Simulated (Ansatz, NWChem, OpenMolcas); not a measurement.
## Abstraction of H: BH(CH3)I + Te(CH2)(CH3) → B(CH3)I + Te(CH3)2

Species: BH(CH3)I, singlet; Te(CH2)(CH3), doublet; B(CH3)I, doublet; Te(CH3)2 (dimethyl telluride), singlet. A radical takes H: the energy is the difference in strength between the B–H bond broken and the C–H bond made.

Shapes, held fixed at every level: PBE0-D4/def2-TZVP. Flexible molecules stand in one conformer, not always the lowest. Programs: Ansatz 0.2.0, NWChem 7.3.0, OpenMolcas 26.06. A level may come from different programs for different species; with the same settings they agree closely. The zero-point and thermal change to 298 K, harmonic and unscaled (PBE0-D4/def2-TZVP), is +9.2 kJ/mol.

| level | kind | ΔH(298 K) (kJ/mol) | less CCSD(T)/def2-TZVPP |
| --- | --- | --- | --- |
| MP2/def2-SVP | perturbation theory | +6.5 | -18.3 |
| MP2/def2-TZVPP | perturbation theory | +13.5 | -11.3 |
| PBE0/def2-SVP | global hybrid | +16.5 | -8.3 |
| B3LYP-D4/def2-TZVPP | global hybrid | +27.4 | +2.6 |
| PBE0-D4/def2-TZVPP | global hybrid | +20.9 | -3.9 |
| B2PLYP/def2-TZVPP | double hybrid | +26.1 | +1.3 |
| CCSD/def2-TZVPP | coupled cluster or CI | +25.7 | +0.9 |
| CCSD(T)/def2-TZVPP | coupled cluster or CI | +24.8 | 0.0 |

The highest level, CCSD(T)/def2-TZVPP, gives ΔH(298 K) = +24.8 kJ/mol; the levels span +6.5 to +27.4. The column of differences is taken from that level and isn't an error. No measured value is set beside it here. Spin contamination: Te(CH2)(CH3) (⟨S²⟩ up to 0.78). Open shells run unrestricted. For atoms past krypton def2 sets carry core potentials with scalar relativity. Outer-core shells of I, Te are correlated, in sets that cover them unevenly.
